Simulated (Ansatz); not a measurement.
Consider the ligand exchange at a Mg–S bond: `[F][Mg][SH]` + `CNC` → `C[N](C)[Mg][F]` + H₂S.

Computed with Ansatz on PBE0-D4/def2-TZVP structures; ΔE is electronic, products minus reactants. CCSD(T)/CBS adds triple-zeta CCSD(T) − MP2 to the extrapolated MP2 energy (def2 sets, frozen cores). This one scheme is used for every species. DFT in def2-TZVPP. B3LYP here is the variant with VWN-RPA as its local correlation; programs differ in this. HSE06 is defined as in plane-wave codes. For Mg outer-core shells are correlated without core-valence functions, which leaves a few kJ/mol of doubt a bond. Each species was taken in one conformer, which may not be the lowest.

```json
{"level": "LDA (SPW92)", "ΔE (kJ/mol)": "86.4", "difference from CCSD(T)/CBS": "-0.5"}
{"level": "PBE-D4", "ΔE (kJ/mol)": "89.3", "difference from CCSD(T)/CBS": "2.4"}
{"level": "revPBE-D4", "ΔE (kJ/mol)": "87.2", "difference from CCSD(T)/CBS": "0.3"}
{"level": "BLYP-D4", "ΔE (kJ/mol)": "82.5", "difference from CCSD(T)/CBS": "-4.4"}
{"level": "r2SCAN-D4", "ΔE (kJ/mol)": "92.6", "difference from CCSD(T)/CBS": "5.7"}
{"level": "PBE0-D4", "ΔE (kJ/mol)": "94.8", "difference from CCSD(T)/CBS": "7.9"}
{"level": "B3LYP-D4", "ΔE (kJ/mol)": "88.0", "difference from CCSD(T)/CBS": "1.1"}
{"level": "r2SCANh-D4", "ΔE (kJ/mol)": "94.2", "difference from CCSD(T)/CBS": "7.3"}
{"level": "HSE06-D4", "ΔE (kJ/mol)": "95.1", "difference from CCSD(T)/CBS": "8.2"}
{"level": "BHLYP-D4", "ΔE (kJ/mol)": "94.7", "difference from CCSD(T)/CBS": "7.8"}
{"level": "CAM-B3LYP-D4", "ΔE (kJ/mol)": "88.0", "difference from CCSD(T)/CBS": "1.1"}
{"level": "ωB97X-V", "ΔE (kJ/mol)": "91.5", "difference from CCSD(T)/CBS": "4.6"}
{"level": "ωB97M-V", "ΔE (kJ/mol)": "91.1", "difference from CCSD(T)/CBS": "4.2"}
{"level": "B2PLYP", "ΔE (kJ/mol)": "88.7", "difference from CCSD(T)/CBS": "1.8"}
{"level": "PBE-QIDH", "ΔE (kJ/mol)": "94.1", "difference from CCSD(T)/CBS": "7.2"}
{"level": "PBE", "ΔE (kJ/mol)": "91.4", "difference from CCSD(T)/CBS": "4.5"}
{"level": "BLYP", "ΔE (kJ/mol)": "87.0", "difference from CCSD(T)/CBS": "0.1"}
{"level": "r2SCAN", "ΔE (kJ/mol)": "93.3", "difference from CCSD(T)/CBS": "6.4"}
{"level": "B3LYP", "ΔE (kJ/mol)": "91.3", "difference from CCSD(T)/CBS": "4.4"}
{"level": "r2SCANh", "ΔE (kJ/mol)": "95.0", "difference from CCSD(T)/CBS": "8.1"}
{"level": "r2SCAN0", "ΔE (kJ/mol)": "97.3", "difference from CCSD(T)/CBS": "10.4"}
{"level": "HSE06", "ΔE (kJ/mol)": "96.9", "difference from CCSD(T)/CBS": "10.0"}
{"level": "BHLYP", "ΔE (kJ/mol)": "97.0", "difference from CCSD(T)/CBS": "10.1"}
{"level": "LC-ωPBE", "ΔE (kJ/mol)": "93.0", "difference from CCSD(T)/CBS": "6.1"}
{"level": "RPA@PBE/def2-TZVPP", "ΔE (kJ/mol)": "78.1", "difference from CCSD(T)/CBS": "-8.8"}
{"level": "HF/def2-SVP", "ΔE (kJ/mol)": "97.7", "difference from CCSD(T)/CBS": "10.8"}
{"level": "MP2/def2-SVP", "ΔE (kJ/mol)": "78.0", "difference from CCSD(T)/CBS": "-8.9"}
{"level": "CCSD/def2-SVP", "ΔE (kJ/mol)": "79.4", "difference from CCSD(T)/CBS": "-7.5"}
{"level": "CCSD(T)/def2-SVP", "ΔE (kJ/mol)": "77.5", "difference from CCSD(T)/CBS": "-9.4"}
{"level": "HF/def2-TZVPP", "ΔE (kJ/mol)": "106.5", "difference from CCSD(T)/CBS": "19.6"}
{"level": "MP2/def2-TZVPP", "ΔE (kJ/mol)": "83.8", "difference from CCSD(T)/CBS": "-3.1"}
{"level": "SCS-MP2/def2-TZVPP", "ΔE (kJ/mol)": "83.4", "difference from CCSD(T)/CBS": "-3.5"}
{"level": "CCSD/def2-TZVPP", "ΔE (kJ/mol)": "86.8", "difference from CCSD(T)/CBS": "-0.1"}
{"level": "CCSD(T)/def2-TZVPP", "ΔE (kJ/mol)": "84.8", "difference from CCSD(T)/CBS": "-2.1"}
{"level": "HF/def2-QZVPP", "ΔE (kJ/mol)": "106.2", "difference from CCSD(T)/CBS": "19.3"}
{"level": "MP2/def2-QZVPP", "ΔE (kJ/mol)": "84.9", "difference from CCSD(T)/CBS": "-2.0"}
{"level": "SCS-MP2/def2-QZVPP", "ΔE (kJ/mol)": "84.8", "difference from CCSD(T)/CBS": "-2.1"}
{"level": "HF/CBS(def2)", "ΔE (kJ/mol)": "106.2", "difference from CCSD(T)/CBS": "19.3"}
{"level": "MP2/CBS(def2)", "ΔE (kJ/mol)": "85.9", "difference from CCSD(T)/CBS": "-1.0"}
{"level": "CCSD/CBS(def2)", "ΔE (kJ/mol)": "88.9", "difference from CCSD(T)/CBS": "2.0"}
{"level": "CCSD(T)/CBS", "ΔE (kJ/mol)": "86.9", "difference from CCSD(T)/CBS": "0"}
```

Largest T1 diagnostic among the species: 0.011.

The D4 term adds −3.4 kJ/mol with B3LYP and −1.9 kJ/mol with PBE0; it sums over pairs of atoms, weighted by their polarisabilities, and B3LYP, whose exchange is more repulsive, gets the larger term. In def2-TZVPP, CCSD(T) changes the Hartree–Fock value by −21.7 kJ/mol (the triples alone add −2.0 kJ/mol) and MP2 by −22.7 kJ/mol. Leaving LDA and LC-ωPBE aside and taking each functional with its dispersion term where it has one, the values, not all of them listed here, spread over 14.0 kJ/mol, from BLYP-D4 to r2SCAN0-D4. LDA lies −5.1 kJ/mol from PBE without D4.
